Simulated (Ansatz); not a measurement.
System: C3H9FSi (charge 0, singlet). SMILES: CC(C)(F)[SiH3]
Geometry: optimised at B3LYP-D3(BJ)/def2-TZVP (Ansatz, a quantum-chemistry and plane-wave program).

Wanted: atomisation energy (electronic, to ground-state atoms); the coupled-cluster value holds the core correlation from cc-pwCVTZ, in kcal/mol. Correlated levels leave the core frozen unless marked. Open shells are spin-unrestricted. No spin-orbit coupling. No relativistic terms. CBS marks a two-point X^-3 extrapolation of the correlation energy; Hartree-Fock from the larger set.

Level to compare with: CCSD(T)/CBS(cc-pV(T+d)Z,cc-pV(Q+d)Z) plus the core term (Ansatz), 1226.5 kcal/mol. It is a level with limits of its own, and the differences hold the functionals' basis error too.

Task: Rank these functionals by how close they come to CCSD(T)/CBS(cc-pV(T+d)Z,cc-pV(Q+d)Z), closest first: wB97M-V/def2-TZVPD (Ansatz); PBE/def2-TZVPD (Ansatz); SVWN5/def2-TZVPD (Ansatz).

Result: wB97M-V/def2-TZVPD (range-separated hybrid meta-GGA with VV10, 1224.5 kcal/mol, difference -2.0), PBE/def2-TZVPD (GGA, 1230.2 kcal/mol, difference 3.7), SVWN5/def2-TZVPD (LDA, 1382.9 kcal/mol, difference 156.4)
